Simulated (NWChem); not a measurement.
System: GeHClF₂; SMILES [F][GeH]([Cl])[F]

```xyz
5

Ge     0.2739     0.3713     0.0000
F     -0.5066     1.0640    -1.3657
F     -0.5066     1.0640     1.3657
Cl    -0.1273    -1.7110     0.0000
H      1.7551     0.7181     0.0000
```
Atoms are numbered in this order, from 1.

Program: NWChem. Geometry: optimised at PBE0/def2-SVP. Vzz is the largest principal value of the second derivative of the potential at the nucleus (NWChem prints the opposite sign); η is the asymmetry. Non-relativistic.

| level | Vzz Ge1 (a.u.) | η Ge1 | Vzz Cl4 (a.u.) | η Cl4 | relative time |
|---|---|---|---|---|---|
| PBE/def2-SVP | -1.099 | 0.28 | 2.371 | 0.03 | 1 |
| PBE/def2-TZVP | -1.247 | 0.06 | 2.549 | 0.03 | 6 |
| CAM-B3LYP/def2-TZVP | -1.402 | 0.11 | 2.637 | 0.03 | 20 |
| CAM-B3LYP/def2-SVP | -1.220 | 0.31 | 2.444 | 0.03 | 3 |

Relative times are rough (shared machine, one core).
